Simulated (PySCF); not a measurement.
CH₆AlFGe, SMILES [F][Al]([GeH3])[CH3]. Atoms are numbered in the order given.

```xyz
10

Al     0.3074     0.5162    -0.8771
F      1.9207     0.3678    -1.3003
Ge    -0.3674    -0.6932     1.1647
H     -0.1204    -2.2116     1.0422
H      0.4187    -0.2140     2.4033
H     -1.8668    -0.5025     1.4786
C     -0.8116     1.6020    -2.0370
H     -1.8411     1.7105    -1.6625
H     -0.8630     1.1569    -3.0455
H     -0.3819     2.6105    -2.1596
```

The structure is a stationary point at PBE0-D3(BJ)/def2-SVP.

Computed with PBE/def2-TZVP (PySCF).

The molecule is in vacuum.

```
Item                                                                                                            Value
---------------------------------------------------------------------------------------------  ----------------------
total energy                                                                                      -2460.53010 hartree
highest occupied level                                                                                       -6.48 eV
lowest empty level                                                                                           -2.12 eV
orbital gap                                                                                                   4.36 eV
dipole moment                                                                                                  1.75 D
quadrupole, principal values (traceless, Buckingham form, about the centre of nuclear charge)   -8.52, 1.87, 6.65 D·Å
mean static polarisability                                                                      75.5 bohr³ (11.19 Å³)
polarisability, principal values                                                               62.9, 67.8, 95.8 bohr³
```
